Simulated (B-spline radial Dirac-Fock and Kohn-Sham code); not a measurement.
Level of theory: independent-particle photoionisation in a Dirac-Hartree-Slater potential with a Latter tail, all multipoles, thresholds from Dirac-Fock ΔSCF; a radial finite-basis atomic code. Kinetic energies are from the vacuum level. Open shells are spread statistically over j, without multiplet splitting. Without correlation, outer binding energies are uncertain by a few eV, most for open f shells.

**Question.** A free atom or ion in its tabulated ground configuration is ionised with 5640 eV photons and gives these photoelectron lines. Identify it and assign the lines.

```csv
kinetic energy (eV),relative cross section
4680.8,100.0
4808.5,33.1
4820.6,62.0
5444.0,15.5
5485.0,4.6
5486.7,8.6
5543.4,0.084
5543.6,0.12
```

**Answer.** Fe⁵⁺, [Ar] 3d3. Binding energies are hν less the kinetic energy: 2s 959.2 eV, 2p1/2 831.5 eV, 2p3/2 819.4 eV, 3s 196.0 eV, 3p1/2 155.0 eV, 3p3/2 153.3 eV, 3d3/2 96.61 eV, 3d5/2 96.40 eV.

**Question.** A free atom or ion in its tabulated ground configuration is ionised with 1230 eV photons and gives these photoelectron lines. Identify it and assign the lines.

| kinetic energy (eV) | relative cross section |
| --- | --- |
| 589.0 | 47.7 |
| 697.1 | 51.4 |
| 704.0 | 100.0 |
| 1146.6 | 7.2 |
| 1178.4 | 5.1 |
| 1179.3 | 9.9 |
| 1223.9 | 0.49 |

**Answer.** V, [Ar] 3d3 4s2. Binding energies are hν less the kinetic energy: 2s 641.0 eV, 2p1/2 532.9 eV, 2p3/2 526.0 eV, 3s 83.42 eV, 3p1/2 51.56 eV, 3p3/2 50.75 eV, 4s 6.12 eV.

Values without a named source are computed, but for edge energies of neutral atoms, which are taken from tables.
